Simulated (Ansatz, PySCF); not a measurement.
BOCl, SMILES O=BCl.

Geometry optimised at r2SCAN-D4/def2-TZVP.

Vertical ionisation energy (IE) and electron affinity (EA) in eV. Rows of orbital energies are one-electron estimates. Where ΔSCF, EOM or ADC give a negative EA the extra electron is unbound and the value depends on the basis.

```tsv
level	IE	EA
−ε(HOMO), −ε(LUMO), PBE0/def2-TZVPD (PySCF)	9.96	0.61
−ε(HOMO), −ε(LUMO), PBE/def2-TZVPD (PySCF)	?	?
ΔSCF, CAM-B3LYP/def2-TZVPD (Ansatz), final states of multiplicity 2 and 2	12.69	-0.46
ΔSCF, PBE/def2-TZVPD (Ansatz), final states of multiplicity 2 and 2	12.35	-0.33
```

Problem. Complete the blanks. (An estimate is asked for; the answer gives what the named calculation found.)

Solution. 
- −ε(HOMO), −ε(LUMO), PBE/def2-TZVPD (PySCF), IE: 8.47
- −ε(HOMO), −ε(LUMO), PBE/def2-TZVPD (PySCF), EA: 1.32

Problem. What vertical singlet–triplet gap does ΔSCF give with CAM-B3LYP/def2-TZVPD (Ansatz, a first-principles code) and with PBE/def2-TZVPD (Ansatz)? (The exact figures need the calculation; the answer reports its results.)

Solution. 7.26 and 7.03 eV (triplet above singlet where positive).
